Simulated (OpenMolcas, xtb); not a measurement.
# How methods differ on InSiH3OF (SMILES [F][In][O][SiH3])

InSiH3OF has 7 atoms, charge 0, and is taken as a doublet. As SMILES, `[F][In][O][SiH3]`. The coordinates come from a PBE0-D4/def2-TZVP relaxation. This is one conformer, not always the lowest.

```xyz
7

F    -0.1335   -2.4475    1.8206
In   -0.7612   -2.2484   -0.0282
O    -0.4754   -0.4617   -0.8491
Si    0.1868    0.9487   -0.3462
H     0.0759    1.9370   -1.4527
H    -0.5182    1.4888    0.8505
H     1.6255    0.7830    0.0051
```

Quantity: the dipole moment, in D. The values are calculated.

```tsv
level	kind	program	value (D)	CPU time
GFN0-xTB	semi-empirical	xtb	5.94	under 2 s
UHF/def2-SVP (core potential)	Hartree–Fock	OpenMolcas	3.25	9.7 s
USVWN5/def2-SVP (core potential)	LDA	OpenMolcas	2.23	30 s
UPBE/def2-SVP (core potential)	GGA	OpenMolcas	2.35	46 s
UM06-L/def2-SVP (core potential)	meta-GGA	OpenMolcas	2.76	53 s
UB3LYP/def2-SVP (core potential)	global hybrid	OpenMolcas	2.64	40 s
UM06-2X/def2-SVP (core potential)	hybrid meta-GGA	OpenMolcas	2.84	42 s
```

The values span 2.23 to 5.94 D. Magnitudes only. CPU times are rough (shared hosts, several kinds of processor and program).
